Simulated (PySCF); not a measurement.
A GIAO shielding run with PySCF 2.14 (density fitting, non-relativistic, gas phase) on `Fc1coc([SiH3])c1`, C₄H₅FOSi:

```
$ OMP_NUM_THREADS=1 python probes_run.py task.json out

{"job": {"kind": "nmr", "xc": "LDA", "basis": "pcSseg-1", "pop": false}, "charge": 0, "multiplicity": 1}
F     -2.842274     0.990394     1.085368
C     -1.793548     0.393502     0.548396
C     -1.789579    -0.799833    -0.113794
O     -0.531793    -1.073773    -0.506118
C      0.283568    -0.062411    -0.103588
Si     2.106000    -0.153714    -0.506142
C     -0.459747     0.880785     0.562070
H     -2.566920    -1.517643    -0.357951
H      2.750246     1.018935     0.153118
H      2.333444    -0.089606    -1.980602
H      2.695510    -1.422253     0.014380
H     -0.104940     1.809615     1.002827
```

Hardware: 1 thread of an Arm Neoverse V2, shared host. The job also computes ring-centre shieldings.

Problem. How large is the calculation?

Solution. 60 electrons, 151 basis functions and 805 auxiliary functions.

Problem. How long does it take, and how much memory does it need?

Solution. 14 s of wall time, with 15 SCF cycles; peak memory 0.72 GiB. Times on a shared host scatter by some tens of per cent.

Problem. And these other runs on the same molecule and hardware: GIAO shielding at B97-2/pcSseg-1; GIAO shielding at B97-D/pcSseg-1; GIAO shielding at BP86/pcSseg-1; GIAO shielding at CAM-B3LYP/pcSseg-1; GIAO shielding at HF/pcSseg-1; GIAO shielding at LC-wPBE/pcSseg-1?

Solution. B97-2/pcSseg-1: 151 functions, 12 s; B97-D/pcSseg-1: 151 functions, 18 s; BP86/pcSseg-1: 151 functions, 19 s; CAM-B3LYP/pcSseg-1: 151 functions, 17 s; HF/pcSseg-1: 151 functions, 6.5 s; LC-wPBE/pcSseg-1: 151 functions, 23 s.
